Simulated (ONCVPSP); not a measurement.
# silicon, ONCV: configuration errors across variants

```json
{
 "Element": "Si (Z = 14)",
 "Generator": "ONCVPSP 4.0.1",
 "Type": "optimised norm-conserving Vanderbilt (ONCV)",
 "Functional": "PBEsol",
 "Relativity": "scalar-relativistic",
 "Frozen core": "[Ne]",
 "Valence charge": "4",
 "Reference configuration": "3s2 3p2",
 "Partial waves": "3s: rc 2.00 bohr, ncon 4, nbas 7, qcut 4 1/bohr, 2 projectors, debl 1 Ha; 3p: rc 1.80 bohr, ncon 4, nbas 8, qcut 5 1/bohr, 2 projectors, debl 0.6 Ha; d scattering state at 0.25 Ha: rc 1.55 bohr, ncon 4, nbas 8, qcut 6 1/bohr, 3 projectors, debl 1.2 Ha",
 "Local potential": "polynomial inside 1.30 bohr (lpopt 5, dvloc0 0 Ha)",
 "Core correction": "none"
}
```

All-electron excitation energies from the reference (eV): (1) 3s2 3p1 7.713; (2) 3s2 3p0 23.676; (3) 3s1 3p0 57.576; (4) 3s2 3p1.5 2.909.

A true bound ghost makes a file unfit for plane-wave use even where its test errors are small: the radial tests pick states by their node count and pass the ghost by.

Errors AE − PS in meV (a dash: test not solved or not reliable):

| change | (1) | (2) | (3) | (4) | bound ghosts | GHOST(+) flags above zero |
| --- | --- | --- | --- | --- | --- | --- |
| base | -0.1 | +6.4 | +66 | -0.2 | d | s |
| local potential polynomial inside 1.30 bohr (lpopt 5, dvloc0 -2 Ha) | -0.1 | +6.6 | +66 | -0.2 | none | s, d |
| local potential polynomial inside 1.30 bohr (lpopt 5, dvloc0 0.5 Ha) | -0.1 | +6.4 | +66 | -0.2 | d | s, d |
| local potential polynomial inside 1.30 bohr (lpopt 5, dvloc0 1 Ha) | -0.1 | +6.4 | +66 | -0.2 | none | s, d |
| local potential polynomial inside 1.30 bohr (lpopt 5, dvloc0 2.5 Ha) | -0.1 | +6.4 | +66 | -0.2 | none | s, d |
| local potential polynomial inside 1.30 bohr (lpopt 5, dvloc0 4 Ha) | -0.1 | +6.3 | +66 | -0.2 | none | s, d |
| local potential polynomial inside 1.30 bohr (lpopt 5, dvloc0 5 Ha) | -0.1 | +6.3 | +66 | -0.2 | none | d |
| local potential polynomial inside 1.30 bohr (lpopt 5, dvloc0 6.5 Ha) | -0.1 | +6.3 | +66 | -0.2 | none | d |
| local potential polynomial inside 1.30 bohr (lpopt 5, dvloc0 8 Ha) | -0.1 | +6.3 | +66 | -0.2 | none | p, d |
| local potential polynomial inside 1.30 bohr (lpopt 5, dvloc0 9.5 Ha) | -0.1 | +6.5 | +66 | -0.2 | p | d |

Give the same row for: local potential polynomial inside 1.30 bohr (lpopt 5, dvloc0 -1 Ha).

-0.1, +6.5, +66, -0.2; bound ghosts: none; GHOST(+) flags above zero: s.
